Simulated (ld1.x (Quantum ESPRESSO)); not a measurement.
## boron, TM: configuration errors across variants

```
Element                 : B (Z = 5)
Generator               : ld1.x (Quantum ESPRESSO) 7.5
Type                    : norm-conserving Troullier–Martins (Kleinman–Bylander form)
Functional              : Wu–Cohen
Relativity              : scalar-relativistic
Frozen core             : [He]
Valence charge          : 3
Reference configuration : 2s2 2p1
Partial waves           : 2s (bound): rc 1.20 bohr; 2p (bound): rc 2.20 bohr; 3d channel at 0.35 Ry: rc 1.80 bohr
Local potential         : the d channel
Core correction         : Bessel-smoothed model core inside 0.65 bohr
```

All-electron excitation energies from the reference (eV): (1) 2s2 2p0 8.147; (2) 2s1 2p0 33.452; (3) 2s2 2p0.5 2.857; (4) 2s1 2p1 14.293; (5) 2s2 2p1.3 -0.722; (6) 2s0 2p3 11.689; (7) 2s1 2p2 5.838.

Errors AE − PS in meV (a dash: test not solved or not reliable):

| change | (1) | (2) | (3) | (4) | (5) | (6) | (7) | bound ghosts |
| --- | --- | --- | --- | --- | --- | --- | --- | --- |
| base | +24 | +99 | +3.0 | -8.1 | +0.3 | -14 | -3.6 | none |
| wave 3d channel at 0.35 Ry: rc 1.80 bohr becomes 3d channel at 0.35 Ry: rc 1.18 bohr | +24 | +100 | +3.0 | -8.1 | +0.3 | -14 | -3.6 | none |
| wave 3d channel at 0.35 Ry: rc 1.80 bohr becomes 3d channel at 0.35 Ry: rc 1.58 bohr | +24 | +99 | +3.0 | -8.2 | +0.2 | -14 | -3.6 | none |
| wave 3d channel at 0.35 Ry: rc 1.80 bohr becomes 3d channel at 0.35 Ry: rc 1.78 bohr | +24 | +99 | +3.0 | -8.2 | +0.3 | -14 | -3.6 | none |
| wave 3d channel at 0.35 Ry: rc 1.80 bohr becomes 3d channel at 0.35 Ry: rc 2.06 bohr | +24 | +100 | +3.0 | -7.9 | +0.3 | -14 | -3.6 | none |
| wave 3d channel at 0.35 Ry: rc 1.80 bohr becomes 3d channel at 0.35 Ry: rc 2.26 bohr | +24 | +101 | +3.0 | -7.4 | +0.3 | -14 | -3.6 | none |
| wave 3d channel at 0.35 Ry: rc 1.80 bohr becomes 3d channel at 0.35 Ry: rc 2.50 bohr | +24 | +102 | +3.2 | -6.7 | +0.3 | -14 | -3.6 | none |
| wave 3d channel at 0.35 Ry: rc 1.80 bohr becomes 3d channel at 0.35 Ry: rc 2.64 bohr | +25 | +104 | +3.2 | -6.1 | +0.3 | -14 | -3.5 | none |

Task: Give the same row for: wave 3d channel at 0.35 Ry: rc 1.80 bohr becomes 3d channel at 0.35 Ry: rc 1.44 bohr.

Result: +24, +99, +3.0, -8.2, +0.3, -14, -3.6; bound ghosts: none.
